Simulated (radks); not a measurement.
All-electron atom: F4+ in [He] 2s2 2p1 (the NIST ground configuration).

Method: scalar-relativistic Kohn-Sham, PBEsol, spin-polarised, spherical densities, finite nucleus; open shells are filled with parallel spins first; Fermi nuclear charge, rms radius 2.8976 fm; computed with a radial shooting solver on a logarithmic mesh with Libxc functionals.

Energy parts (hartree):
total: -91.99760
kinetic: 92.02296
electron-nucleus: -201.65874
Hartree: 24.99969
exchange-correlation: -7.36151

Orbitals (lengths in bohr, moments of r in powers of bohr; <r^-3> diverges for s and p1/2; r(90%) holds 90 % of the orbital's charge):
orbital,occ.,eigenvalue (hartree),<r>,r(90%),<r^-3>,<1/r>
1s up,1,-28.49258,0.1762,0.315,-,8.626
1s down,1,-28.43957,0.1759,0.315,-,8.639
2s up,1,-4.33174,0.8359,1.29,-,1.749
2s down,1,-4.20531,0.8447,1.31,-,1.726
2p up,1,-3.70026,0.7684,1.25,13.80,1.667
2p down,0,-3.56098,0.7803,1.28,13.48,1.647

The highest occupied level is 2p up at -100.69 eV. The electron density at the nucleus is 475.2 e/bohr^3 (large components only). Summed over all electrons, <r^2> = 2.468 bohr^2, which gives a Langevin (diamagnetic) susceptibility term of -1.95 x 10^-6 cm^3/mol. Spin moment in Bohr magnetons: 1.
